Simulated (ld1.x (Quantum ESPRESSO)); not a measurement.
The numbers below are computed, except where a source is named.
## Potentials for boron (B) compared

Generated with ld1.x 7.5 (TM, RRKJ, ultrasoft, PAW), atompaw 4.2 or ONCVPSP 4.0.1. The cutoff is in Ry: for ld1.x and atompaw files where the sum of valence levels is converged to 10 mRy in a Bessel basis, for ONCV files where the hardest occupied wave has 1 mHa per electron of residual kinetic energy. The error is the largest all-electron minus pseudo excitation energy over each file’s own four to seven test configurations (ionisations up to +4, promotions, holes and added fractions of an electron), all of which were solved. The labels leave out finer settings (local radius, basis sizes, second energies), which also bear on the numbers. Spin-polarised tests are not counted. The rows are a selection from randomly drawn settings: files with unsolved tests, undetermined cutoffs or missed reference levels are left out.

```csv
potential,cutoff (Ry),largest error (meV),bound ghosts
"ultrasoft, LDA (PZ), fully relativistic, rc 1.70/3.35/3.35 (spd), local smoothed, core correction yes, reference 2s2 2p1",6,+78,none
"TM, PBEsol, scalar-relativistic, rc 1.55/2.95/3.20 (spd), local smoothed, core correction yes, reference 2s2 2p1",18,+454,none
"TM, PBE, fully relativistic, rc 1.70/2.30/2.45 (spd), local p, core correction no, reference 2s2 2p1",18,+132,none
"ultrasoft, PBEsol, fully relativistic, rc 1.65/3.95/3.75 (spd), local smoothed, core correction yes, reference 2s2 2p1",6,+97,none
"TM, PBE, non-relativistic, rc 1.70/1.95 (sp), local s, core correction yes, reference 2s2 2p1",21,+93,none
"TM, LDA (PZ), non-relativistic, rc 1.05/2.00/2.05 (spd), local smoothed, core correction yes, reference 2s1.5 2p0",40,+81,none
"RRKJ, PBE, scalar-relativistic, rc 1.30/2.05 (sp), local smoothed, core correction no, reference 2s2 2p1",30,+128,none
```

(1) Fill in the row for B: TM, PBE, non-relativistic, rc 1.25/3.15 (sp), local smoothed, core correction no, reference 2s2 2p0.

## Answers

(1) cutoff 21 Ry, largest error +211 meV, bound ghosts: none.
